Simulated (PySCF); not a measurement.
## Li+ (lithium, charge +1): UHF calculation

Configuration: 1s2, closed-shell 1S. All numbers are calculated (PySCF 2.14, the spin-free X2C one-electron Hamiltonian (Gaussian nucleus), in Sapporo-DZP-2012).

```json
{
  "Total energy": "-7.236081 hartree",
  "One-electron energy": "-8.8879 hartree",
  "Hartree (Coulomb) energy": "3.3037 hartree",
  "Exchange energy": "-1.6519 hartree",
  "⟨S²⟩": "0.0000",
  "⟨L²⟩": "0.000",
  "Sum of ⟨r⟩": "1.145 bohr",
  "Sum of ⟨r²⟩": "0.8910 bohr²",
  "Langevin diamagnetic susceptibility": "-0.706 ×10⁻⁶ cm³/mol",
  "Time after the integrals": "0.04 s of wall time on 1 thread of Intel(R) Xeon(R) Platinum 8259CL CPU @ 2.50GHz (shared host)"
}
```

```json
{"shell": "1s", "electrons": "2", "mean orbital energy (eV)": "-75.977", "rms radius, mean of both spins (bohr)": "0.667"}
```
